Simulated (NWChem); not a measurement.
Species: C4H4O2; SMILES C1=COC=CO1

Results from NWChem. Pople sets run with spherical d functions. Structure relaxed at the B3LYP/6-31G* (spherical d) level. B3LYP is NWChem's, with the RPA form of VWN correlation. Level: B3LYP/6-31G* with SMD (1 M gas to 1 M solution), gas-phase geometry.

For solvent toluene:

```
Quantity                                     Value
-------------------------------------------  -----
solvation free energy (kcal/mol)              -2.6
cavity-dispersion-structure term (kcal/mol)   -0.2
```

**Question.** What are these values for solvent water?

**Answer.** The solvation free energy (kcal/mol) comes out as -1.5 and the cavity-dispersion-structure term (kcal/mol) comes out as 4.7.
